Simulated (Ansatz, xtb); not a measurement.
# C5H12N2: which of two isomers lies lower

We compare X, `N[C@@H]1CCCNC1`, a singlet, with Y, `C[C@]1(N)CCNC1`, a singlet. Both are isolated molecules in the gas phase, relaxed with B3LYP/def2-SVP, each in the lowest conformer that the search found.

Task: Which of the two would you expect CCSD(T)/def2-SVP + ΔMP2/def2-TZVPP electronic energies to favour?

Result: Structure X; the calculation gives E(Y) − E(X) = +2.7 kcal/mol.

The same difference at several levels:

| level | geometry | E(Y) − E(X) (kcal/mol) | departure from the last row (kcal/mol) | job, with rough time for the two |
| --- | --- | --- | --- | --- |
| GFN2-xTB | GFN2-xTB | +1.9 | −0.7 | optimisation, 0.25 s |
| HF/STO-3G | GFN2-xTB | +3.6 | +0.9 | single point, 0.44 s |
| r2SCAN-D4/def2-SVP | GFN2-xTB | +4.2 | +1.5 | single point, 4.6 s |
| B3LYP/def2-SVP | B3LYP/def2-SVP | +4.8 | +2.1 | optimisation, 33 s |
| HF/def2-SVP | B3LYP/def2-SVP | +4.5 | +1.9 | part of the CCSD(T) run |
| MP2/def2-SVP | B3LYP/def2-SVP | +3.1 | +0.4 | part of the CCSD(T) run |
| CCSD(T)/def2-SVP | B3LYP/def2-SVP | +3.4 | +0.7 | single point |
| CCSD(T)/def2-SVP + ΔMP2/def2-TZVPP | B3LYP/def2-SVP | +2.7 |  | single point, 2.2 min |

As drawn, both hold the same kinds of bond in the same numbers. Structure X has 0 methyl groups, Y 1. Structure X has a 6-membered ring, Y a 5-membered ring.

None of the levels shown reverses the order. The largest departure from CCSD(T)/def2-SVP + ΔMP2/def2-TZVPP is that of B3LYP/def2-SVP, 2.1 kcal/mol. The last row adds to CCSD(T) the change of the MP2 difference between the two basis sets, here −0.7 kcal/mol.

With thermal terms from frequencies at re-optimised GFN2-xTB minima (ideal gas, soft modes damped towards free rotors, one conformer each, 298.15 K, 1 atm): on the last row, ΔE + ΔZPE = +1.7, ΔH = +2.0, ΔG = +1.2 kcal/mol.

The correlated steps freeze 7 core orbitals. Codes used: Ansatz 0.2.0, xtb 6.7.1; the last row on 4 threads of Arm Neoverse V1 on a shared host.
